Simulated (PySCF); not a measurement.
# Ionisation energy of Sn by level of theory

Sn [Kr] 4d10 5s2 5p2 (3P) → Sn⁺ [Kr] 4d10 5s2 5p1 (2P), as a difference of total energies. Computed with PySCF 2.14 in x2c-TZVPall (8s6p4d2f, 60 functions), with scalar relativity by spin-free X2C-1e. Correlated levels: valence: [Kr] 4d10 frozen. The calculations carry no spin-orbit coupling.

**Question.** Order these methods by the ionisation energy they give, lowest first.
A. MP2 (valence)
B. r2SCAN
C. SCS-MP2 (valence)
D. UHF

**Answer.** D (6.859 eV), C (7.081 eV), A (7.143 eV), B (7.414 eV).

Errors of the correlated levels include the incompleteness of this basis and the frozen core.

For comparison: 7.389 eV (measured; NIST levels, between the centres of gravity of the two terms).
